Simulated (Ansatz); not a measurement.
Molecule: C2H9NSi2, charge 0, multiplicity 1. 
Coordinates optimised at B3LYP-D3(BJ)/def2-TZVP (Ansatz, a quantum-chemistry and plane-wave program):
```
N
C 1 1.4036
C 2 1.3338 1 126.76
H 3 1.0796 2 119.74 1 179.50
H 3 1.0826 4 116.94 2 179.98
H 2 1.0852 3 119.00 4 -0.21
Si 1 1.7477 2 120.23 6 -2.76
Si 1 1.7485 2 119.84 6 178.77
H 7 1.4794 1 107.21 2 6.74
H 8 1.4798 1 105.37 2 179.53
H 8 1.4801 10 110.19 1 -120.02
H 8 1.4803 10 109.86 11 -119.87
H 7 1.4803 9 110.13 6 -125.09
H 7 1.4820 9 109.57 6 116.35
```
Charge 0, spin multiplicity 1.

Parts of the frozen-core correlation energy in cc-pV(T+d)Z (Ansatz, hartree). Frozen orbitals: 13; correlated occupied orbitals by spin: 15 and 15; virtual: 266 and 266. Spin-orbit coupling is left out. No relativistic terms.

```json
[
 {"term": "reference (HF)", "value": "-713.38536"},
 {"term": "MP2 opposite-spin", "value": "(withheld)"},
 {"term": "MP2 same-spin", "value": "-0.16559"},
 {"term": "CCSD correlation", "value": "(withheld)"},
 {"term": "(T)", "value": "(withheld)"},
 {"term": "T1 diagnostic", "value": "0.012"},
 {"term": "largest doubles amplitude", "value": "0.031"}
]
```

Q: Some entries are withheld; supply them.

A: 
- MP2 opposite-spin, value: -0.62541
- CCSD correlation, value: -0.85057
- (T), value: -0.03515
